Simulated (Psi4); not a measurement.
C$_{4}$H$_{5}$ (SMILES [CH2-]C#CC), charge -1, singlet, geometry from GFN2-xTB (a gas-phase anion, which may not be bound at this level); WB97X/6-311G** (Psi4 1.11).

The Psi4 input:
```
memory 2 GB

molecule mol {
-1 1
  C    -0.026897    0.018984    2.001013
  C    -0.009048   -0.040491    0.661147
  C     0.007895   -0.424510   -0.533469
  C     0.024449    0.236075   -1.865984
  H    -0.956310    0.023990    2.571257
  H     0.886961    0.030443    2.595752
  H    -0.013754    1.346611   -1.850473
  H     0.934334   -0.040729   -2.419680
  H    -0.829626   -0.100665   -2.473091
}

set basis 6-311g**
set reference rks

energy('wb97x')
print_variables()
```

What the program printed (banner, timings and long lists left out):

```
   => Loading Basis Set <=

    Name: 6-311G**
    Role: ORBITAL
    Keyword: BASIS

         ---------------------------------------------------------
                                   SCF
               by Justin Turney, Rob Parrish, Andy Simmonett
                          and Daniel G. A. Smith
                              RKS Reference
         ---------------------------------------------------------

  ==> Geometry <==

    Molecular point group: c1
    Full point group: C1

    Geometry (in Angstrom), charge = -1, multiplicity = 1:

       Center              X                  Y                   Z               Mass
    ------------   -----------------  -----------------  -----------------  -----------------
         C           -0.026492808941     0.042547684249     1.971526938426    12.000000000000
         C           -0.008643808941    -0.016927315751     0.631660938426    12.000000000000
         C            0.008299191059    -0.400946315751    -0.562955061574    12.000000000000
         C            0.024853191059     0.259638684249    -1.895470061574    12.000000000000
         H           -0.955905808941     0.047553684249     2.541770938426     1.007825032230
         H            0.887365191059     0.054006684249     2.566265938426     1.007825032230
         H           -0.013349808941     1.370174684249    -1.879959061574     1.007825032230
         H            0.934738191059    -0.017165315751    -2.449166061574     1.007825032230
         H           -0.829221808941    -0.077101315751    -2.502577061574     1.007825032230

  Running in c1 symmetry.

  Rotational constants: A =      2.16353  B =      0.12880  C =      0.12761 [cm^-1]
  Rotational constants: A =  64860.99373  B =   3861.40067  C =   3825.61027 [MHz]
  Nuclear repulsion =   94.241588754899681

  Charge       = -1
  Multiplicity = 1
  Electrons    = 30
  Nalpha       = 15
  Nbeta        = 15

  ==> Algorithm <==

  SCF Algorithm Type is DF.
  DIIS enabled.
  MOM disabled.
  Fractional occupation disabled.
  Guess Type is SAD.
  Energy threshold   = 1.00e-06
  Density threshold  = 1.00e-06
  Integral threshold = 1.00e-12

  ==> Primary Basis <==

  Basis Set: 6-311G**
    Blend: 6-311G**
    Number of shells: 52
    Number of basis functions: 102
    Number of Cartesian functions: 106
    Spherical Harmonics?: true
    Max angular momentum: 2

  ==> DFT Potential <==

   => LibXC <=

    Version 7.1.2
    S. Lehtola, C. Steigemann, M. J. T. Oliveira, and M. A. L. Marques,  SoftwareX 7, 1–5 (2018) (10.1016/j.softx.2017.11.002)

   => Composite Functional: WB97X <=

    wB97X Hyb-GGA Exchange-Correlation Functional

    J.-D. Chai and M. Head-Gordon,  J. Chem. Phys. 128, 084106 (2008) (10.1063/1.2834918)

    Deriv               =              1
    GGA                 =           TRUE
    Meta                =          FALSE

    Exchange Hybrid     =           TRUE
    MP2 Hybrid          =          FALSE

   => Exchange-Correlation Functionals <=

    1.0000   wB97X range-separated functional

   => Exact (HF) Exchange <=

    0.8423            HF,LR [omega = 0.3000]
    0.1577               HF

   => LibXC Density Thresholds  <==

    XC_HYB_GGA_XC_WB97X:  1.00E-14

   => Molecular Quadrature <=

    Radial Scheme          =       TREUTLER
    Pruning Scheme         =           NONE
    Nuclear Scheme         =       TREUTLER

    Blocking Scheme        =         OCTREE
    BS radius alpha        =              1
    Pruning alpha          =              1
    Radial Points          =             75
    Spherical Points       =            302
    Total Points           =         194334
    Total Blocks           =           1539
    Max Points             =            256
    Max Functions          =            102
    Weights Tolerance      =       1.00E-15

   => Loading Basis Set <=

    Name: (6-311G** AUX)
    Role: JKFIT
    Keyword: DF_BASIS_SCF

  ==> Integral Setup <==

  SCF_SUBTYPE=INCORE selected. In-core MEM_DF algorithm will be used.
  Using in-core AOs.

  ==> MemDFJK: Density-Fitted J/K Matrices <==

    J tasked:                   Yes
    K tasked:                   Yes
    wK tasked:                  Yes
    Omega:                3.000E-01
    Algorithm:                 Core
    Schwarz Cutoff:           1E-12
    Mask sparsity (%):       4.3829
    Fitting Condition:        1E-10

   => Auxiliary Basis Set <=

  Basis Set: (6-311G** AUX)
    Blend: CC-PVTZ-JKFIT
    Number of shells: 150
    Number of basis functions: 466
    Number of Cartesian functions: 559
    Spherical Harmonics?: true
    Max angular momentum: 4

  Minimum eigenvalue in the overlap matrix is 6.3327035169E-04.
  Reciprocal condition number of the overlap matrix is 1.0618355936E-04.
    Using symmetric orthogonalization.

  ==> Pre-Iterations <==

  SCF Guess: Superposition of Atomic Densities via on-the-fly atomic UHF (no occupation information).

   -------------------------
    Irrep   Nso     Nmo
   -------------------------
     A        102     102
   -------------------------
    Total     102     102
   -------------------------

  ==> Iterations <==

                           Total Energy        Delta E     RMS |[F,P]|

   @DF-RKS iter SAD:  -154.31590234342877   -1.54316e+02   0.00000e+00
   @DF-RKS iter   1:  -155.01202535683856   -6.96123e-01   7.03062e-03 DIIS/ADIIS
   @DF-RKS iter   2:  -155.19532560971365   -1.83300e-01   4.76338e-03 DIIS/ADIIS
   @DF-RKS iter   3:  -155.31729718890026   -1.21972e-01   3.59472e-04 DIIS/ADIIS
   @DF-RKS iter   4:  -155.31796402041286   -6.66832e-04   3.25814e-04 DIIS/ADIIS
   @DF-RKS iter   5:  -155.31855163990301   -5.87619e-04   5.58283e-05 DIIS
   @DF-RKS iter   6:  -155.31860177767544   -5.01378e-05   2.82893e-05 DIIS
   @DF-RKS iter   7:  -155.31861143594398   -9.65827e-06   1.00946e-05 DIIS
   @DF-RKS iter   8:  -155.31861532617756   -3.89023e-06   3.42950e-06 DIIS
   @DF-RKS iter   9:  -155.31861563518942   -3.09012e-07   7.36684e-07 DIIS
  Energy and wave function converged.

  ==> Post-Iterations <==

   Electrons on quadrature grid:
      Ntotal   =   30.0000013810 ; deviation = 1.381e-06

    Orbital Energies [Eh]
    ---------------------

    Doubly Occupied:

[...]
    Virtual:

[...]
    Final Occupation by Irrep:
              A
    DOCC [    15 ]
    NA   [    15 ]
    NB   [    15 ]

  @DF-RKS Final Energy:  -155.31861563518942

   => Energetics <=

    Nuclear Repulsion Energy =             94.2415887548996807
    One-Electron Energy =                -400.5730855948022509
    Two-Electron Energy =                 167.2494719735941544
    DFT Exchange-Correlation Energy =     -16.2365907688810083
    Empirical Dispersion Energy =           0.0000000000000000
    VV10 Nonlocal Energy =                  0.0000000000000000
    Total Energy =                       -155.3186156351894169

Computation Completed

Properties will be evaluated at   0.000000,   0.000000,   0.000000 [a0]

Properties computed using the SCF density matrix

 Multipole Moments:

 ------------------------------------------------------------------------------------
     Multipole            Electronic (a.u.)      Nuclear  (a.u.)        Total (a.u.)
 ------------------------------------------------------------------------------------

 L = 1.  Multiply by 2.5417464519 to convert [e a0] to [Debye]
 Dipole X            :         -0.0090769            0.0221486            0.0130717
 Dipole Y            :         -0.7890092            1.2913346            0.5023254
 Dipole Z            :          0.7140136           -1.6158836           -0.9018700
 Magnitude           :                                                    1.0324104

 ------------------------------------------------------------------------------------

  Variable Map:
  ----------------------------------------------------------------------------
[...]
  Array Variable Map:
  ----------------------------------------------------------------------------
[...]
[...]
```
